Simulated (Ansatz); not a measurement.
FH2NbO2S, SMILES `[OH][Nb]([OH])([F])=[S]`. Total charge 0; spin multiplicity 1. Correlated methods include outer-core shells of Nb, which these sets cover unevenly. Nb takes the def2 core potential.

Cartesian coordinates in Å:
```
O 1.153 0.824 -0.984
Nb -0.274 0.244 0.086
O 0.401 -0.869 1.436
F -1.137 1.712 0.844
S -1.653 -0.866 -1.119
H 1.313 0.733 -1.925
H 0.197 -1.778 1.663
```

Problem. Give the diagnostics of a CCSD(T)/def2-TZVPP run (frozen core, the Gaussian-basis code of Ansatz). (Estimate.)

Solution. The calculation gave: T1 = 0.0229, largest single amplitude 0.057, largest double 0.045, (T) share of the correlation energy 4.9 %, 13 CCSD cycles. The RHF solution is stable towards an unrestricted one. T1 lies over the customary mark of 0.02 for closed shells; compounds of d metals often pass it without a breakdown.
